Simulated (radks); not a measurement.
Values are calculated unless marked as measured or tabulated.
Species: neutral barium. Configuration: [Xe] 6s2. Code: a radial shooting solver on a logarithmic mesh with Libxc functionals. Model: Dirac Kohn-Sham, PBE, spin-unpolarised, spherical densities, finite nucleus; Fermi nuclear charge, rms radius 4.8378 fm.

Normalised radial functions P(r) = r R(r) (large component), r in bohr:

r	4p3/2	4d3/2	5p1/2
0.001045	0.0011	0.0000	0.0017
0.001226	0.0016	0.0000	0.0020
0.001427	0.0021	0.0000	0.0024
0.001661	0.0028	0.0000	0.0030
0.001949	0.0038	0.0000	0.0037
0.002269	0.0051	0.0001	0.0045
0.002663	0.0068	0.0001	0.0056
0.0031	0.0091	0.0001	0.0069
0.003609	0.0121	0.0002	0.0085
0.004236	0.0162	0.0003	0.0107
0.004931	0.0214	0.0005	0.0134
0.00574	0.0282	0.0007	0.0167
0.006736	0.0375	0.0010	0.0211
0.007842	0.0489	0.0015	0.0263
0.00913	0.0635	0.0023	0.0328
0.01071	0.0831	0.0035	0.0413
0.01247	0.1063	0.0052	0.0512
0.01464	0.1367	0.0079	0.0637
0.01704	0.1717	0.0116	0.0778
0.01984	0.2131	0.0171	0.0940
0.02328	0.2635	0.0254	0.1133
0.0271	0.3168	0.0368	0.1330
0.03155	0.3732	0.0529	0.1530
0.03702	0.4315	0.0765	0.1726
0.0431	0.4798	0.1072	0.1872
0.05018	0.5128	0.1478	0.1946
0.05888	0.5196	0.2032	0.1904
0.06855	0.4875	0.2690	0.1707
0.08044	0.4014	0.3517	0.1297
0.09365	0.2630	0.4399	0.0699
0.109	0.0709	0.5310	-0.0080
0.1279	-0.1744	0.6183	-0.1019
0.1489	-0.4186	0.6770	-0.1894
0.1734	-0.6305	0.6928	-0.2571
0.2035	-0.7624	0.6417	-0.2856
0.2369	-0.7514	0.5120	-0.2548
0.278	-0.5645	0.2838	-0.1539
0.3236	-0.2271	-0.0099	-0.0031
0.3767	0.2172	-0.3498	0.1729
0.4421	0.7085	-0.7088	0.3382
0.5147	1.0966	-0.9970	0.4271
0.5992	1.3245	-1.1849	0.4117
0.7031	1.3516	-1.2431	0.2696
0.8186	1.1973	-1.1673	0.0361
0.9529	0.9349	-0.9940	-0.2458
1.118	0.6299	-0.7571	-0.5301
1.302	0.3799	-0.5298	-0.7339
1.528	0.1927	-0.3264	-0.8414
1.779	0.0868	-0.1839	-0.8327
2.07	0.0330	-0.0915	-0.7334
2.43	0.0097	-0.0378	-0.5708
2.829	0.0024	-0.0139	-0.4037
3.293	0.0005	-0.0043	-0.2568
3.864	0.0001	-0.0010	-0.1419
4.499	0.0000	-0.0002	-0.0717
5.237	0.0000	0.0000	-0.0316
6.146	0.0000	0.0000	-0.0112
7.155	0.0000	0.0000	-0.0035
8.396	0.0000	0.0000	-0.0008
9.775	0.0000	0.0000	-0.0002
11.38	0.0000	0.0000	0.0000
13.35	0.0000	0.0000	0.0000
15.55	0.0000	0.0000	0.0000

4p3/2: eigenvalue -176.16 eV, 2 radial nodes at r = 0.114, 0.351 bohr, <r> = 0.724 bohr, 90 % of the charge inside 1.05 bohr. 4d3/2: eigenvalue -91.126 eV, 1 radial node at r = 0.322 bohr, <r> = 0.795 bohr, 90 % of the charge inside 1.20 bohr. 5p1/2: eigenvalue -20.165 eV, 3 radial nodes at r = 0.107, 0.325, 0.835 bohr, <r> = 1.86 bohr, 90 % of the charge inside 2.73 bohr.
